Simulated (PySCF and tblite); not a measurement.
The numbers below are computed, except where a source is named.
System: 4-methoxypyridine n-oxide, C₆H₇NO₂, numbered as in [CH3:1][O:2][c:3]1[cH:4][cH:5][n+:6]([O-:7])[cH:8][cH:9]1.

Geometries: GFN2-xTB; energies: BHandHLYP/pcSseg-1 + D3(BJ); zero-point and thermal terms from GFN2-xTB harmonic modes (soft modes blended into free rotors). Rates follow Eyring's equation with the number of equivalent paths and no tunnelling. Run with tblite and PySCF.

Problem. Estimate the barrier and the room-temperature rate of the rotation about the C3–O2 bond (torsion C4–C3–O2–C1 from 0° to 180°, rising).

Solution. The electronic barrier is 2.8 kcal/mol and ΔG‡(298 K) 2.6 kcal/mol, over a Cs saddle with an imaginary mode of 84i cm⁻¹ (GFN2-xTB). With 2 equivalent paths, k is 1.6×10¹¹ s⁻¹, a mean lifetime of the start of 6.4 ps against this motion.
